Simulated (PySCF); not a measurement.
**Computed properties of GeH7NSi2, SMILES [SiH2]1[SiH2][NH][GeH2]1**

GeH7NSi2, SMILES [NH]1[SiH2][SiH2][GeH2]1. Geometry optimised at PBE0-D3(BJ)/def2-SVP. This is a generated structure with no PubChem entry under its InChIKey; it may be hypothetical. Other conformers were not sampled. All values are computed for the isolated molecule unless a solvent is named; none is compared with measurement here.

**Structure.** The optimised structure has Cs symmetry. All 27 harmonic modes at PBE0-D3(BJ)/def2-SVP (PySCF) are real, so it is a minimum. With heavy atoms numbered as in [NH:1]1[SiH2:2][SiH2:3][GeH2:4]1, the shortest bond between them is N1–Si2 at 1.746 Å and the longest Si3–Ge4 at 2.397 Å.

**Vibrations.** The strongest infrared lines (harmonic, unscaled, degenerate partners summed) lie at 861 cm⁻¹ (315 km/mol, H 61 %, N 22 %, Si 17 %), 2120 cm⁻¹ (188 km/mol, H 99 %), 823 cm⁻¹ (166 km/mol, H 65 %, N 25 %). The softest mode is at 88 cm⁻¹ and the zero-point energy is 41.6 kcal/mol.

**Electronic structure.** B3LYP/def2-TZVP (PySCF) places the frontier levels at -6.95 and -0.79 eV, a gap of 6.16 eV, and gives a dipole moment of 0.54 D and a mean polarisability of 94.4 bohr³. PBE/def2-TZVP (PySCF) at the same geometry gives -5.89 and -1.40 eV, so its gap is 1.67 eV narrower. An orbital gap is neither the optical nor the fundamental gap.

**Excitations.** TDDFT-CAM-B3LYP/def2-SVPD (PySCF) has S1 at 5.47 eV (227 nm, f = 0.002, weak); the most intense of the 10 singlets computed lies at 6.53 eV (f = 0.17). T1 (TDA) is at 5.16 eV. TDDFT-PBE/def2-SVPD (PySCF) puts S1 at 4.55 eV. No vertical singlet excitation falls in the visible range (under 3.1 eV).

**NMR.** GIAO shifts at B3LYP/pcSseg-1 (PySCF) (non-relativistic, atoms alike by connectivity averaged): ¹H from -0.2 to 5.9 ppm against TMS; ²⁹Si from -68.6 to -19.5 ppm against TMS.
